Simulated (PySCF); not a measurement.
Electron correlation in V³⁺ (vanadium, charge +3)

[Ar] 3d2, high-spin 3F determinant. All numbers are calculated (PySCF 2.14, the spin-free X2C one-electron Hamiltonian (Gaussian nucleus), in ANO-RCC-VTZP (6s5p3d2f1g, 59 functions)). Frozen: [Ne]; 10 electrons correlated.

```tsv
level	correlation energy (mhartree)
CCSD	-301.58
(T)	-5.24
CCSD(T)	-306.82
```

Diagnostics: T1 = 0.0032, D1 = 0.0063, largest double amplitude 0.030.

Cost of the coupled-cluster step: roughly 8 core-seconds, for 10 correlated electrons.
